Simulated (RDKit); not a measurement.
Input file for RDKit: UFF on HF (SMILES F).

```python
from rdkit import Chem
from rdkit.Chem import AllChem, rdDetermineBonds

blocks = [
'''2

F    -0.17405263   -0.13736342   -0.71344463
H    -0.13006389   -0.46683909    0.15395053
''',
]
mol = None
for b in blocks:
    f = Chem.MolFromXYZBlock(b)
    rdDetermineBonds.DetermineBonds(f, charge=0)
    mol = f if mol is None else Chem.CombineMols(mol, f)
Chem.SanitizeMol(mol)
print(Chem.MolToSmiles(Chem.RemoveHs(mol)))
ff = AllChem.UFFGetMoleculeForceField(mol, vdwThresh=100.0, ignoreInterfragInteractions=False)
e = ff.CalcEnergy()
print(f'UFF energy {e:.6f} kcal/mol')
```

Program output:

```
F
UFF energy 1.373319 kcal/mol
```

The run finished.

Cost: about 0.03 core-seconds (a rough figure).
